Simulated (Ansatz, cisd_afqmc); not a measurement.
Species: C, charge 0, triplet.

Total energies in def2-TZVPPD, 4 correlated electrons, 1 frozen orbitals. Radicals and triplets start from unrestricted determinants; spin-orbit coupling is neglected. Cores are frozen in correlated methods. No relativity. AFQMC is phaseless with a CISD trial state; ± is one standard error, without the phaseless bias. Outlying blocks are dropped, and bars are widened where a walk drifts. Over all cases where full CI ran beside it in this data, AFQMC minus full CI had a median of +0.1 mEh and passed +0.4 mEh in a tenth of the cases. Full CI freezes restricted core orbitals and the other rows unrestricted ones, which leaves a small offset even where coupled cluster is exact.

| method | program | energy (Eh) | error against FCI (mEh) |
|---|---|---|---|
| HF | Ansatz | -37.69253 | 89.27 |
| MP2 | Ansatz | -37.75882 | 22.98 |
| CCSD | Ansatz | -37.77927 | 2.53 |
| CCSD(T) | Ansatz | -37.78136 | 0.45 |
| CCSDT(Q) | Ansatz | -37.78189 | -0.08 |
| CCSDTQ | Ansatz | -37.78189 | -0.09 |
| AFQMC/CISD | cisd_afqmc | -37.7815 ± 0.0001 | 0.3 ± 0.1 |
| FCI | Ansatz | -37.78180 | 0.00 |

Ansatz is a program for electronic structure.
